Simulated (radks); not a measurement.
Results of a calculation; reference values are marked as such.
Spherical jellium clusters: N electrons in a uniform positive sphere of charge N and radius rs N^(1/3), rs = 2.16 bohr. Level of theory: non-relativistic Kohn-Sham, LDA (Slater exchange, Perdew-Wang correlation), spin-polarised, spherical densities (a radial shooting solver with Libxc functionals). Levels are named by radial order and angular momentum (1s, 1p, 1d, 2s, ...), and open shells are averaged over m.

N = 3, configuration 1s2 1p(up 1, down 0). This is the lowest configuration that the search found. Occupied and some empty levels:

level,occupation,eigenvalue (eV),<r> (bohr)
1s up,1,-7.1959,2.631
1s down,1,-6.7201,2.606
1p up,1,-2.4107,4.201
1p down,0,-1.9024,4.355
2s up,0,-0.66294,8.048
2s down,0,-0.48629,8.779

Energy (eV): total -0.478866, kinetic 12.101, external -80.900, Hartree 35.733, exchange-correlation -14.581, background 47.168.
